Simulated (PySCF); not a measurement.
## ²⁹Si chemical shifts

Computed data (PySCF 2.14): NMR shieldings at PBE0/pcSseg-1/GIAO, geometry: GFN2-xTB. Non-relativistic Hamiltonian, single conformer, fast rotation and ring inversion assumed for equivalent nuclei, no solvent.

Shieldings were converted by a linear fit to measured shifts: ²⁹Si: δ = 279.94 − 0.822σ (rms 8.9 ppm, 72 shifts, 25.8 ppm with the 6 outliers that the fit left out vs TMS, solution or neat liquid). A few per cent of atoms miss by over 2 rms, more outside the fitted compound classes.

Give the ²⁹Si shifts of `C[Si@@H]1NCC[C@@H]1C(=O)O`, `C=N[SiH2]C(=O)OC(C)C`, `CC[C@H]([SiH2]Cl)[SiH2]SC`, `CS[Si@@H](Cl)CCC[SiH3]`.

## Answers


| compound | environment | δ (ppm) |
| --- | --- | --- |
| C[Si@@H]1NCC[C@@H]1C(=O)O | silicon bonded to 2 C, N, H, in a 5-membered ring | -8.7 |
| C=N[SiH2]C(=O)OC(C)C | silicon bonded to C, N, 2 H | -53.3 |
| [CH3:1][CH2:2][C@H:3]([SiH2:4][Cl:5])[SiH2:6][S:7][CH3:8] | Si4: silicon bonded to C, Cl, 2 H | -15.4 |
| [CH3:1][CH2:2][C@H:3]([SiH2:4][Cl:5])[SiH2:6][S:7][CH3:8] | Si6: silicon bonded to C, S, 2 H | -20.6 |
| [CH3:1][S:2][Si@@H:3]([Cl:4])[CH2:5][CH2:6][CH2:7][SiH3:8] | Si3: silicon bonded to C, Cl, S, H | 9.8 |
| [CH3:1][S:2][Si@@H:3]([Cl:4])[CH2:5][CH2:6][CH2:7][SiH3:8] | Si8: silicon bonded to C, 3 H | -66.0 |
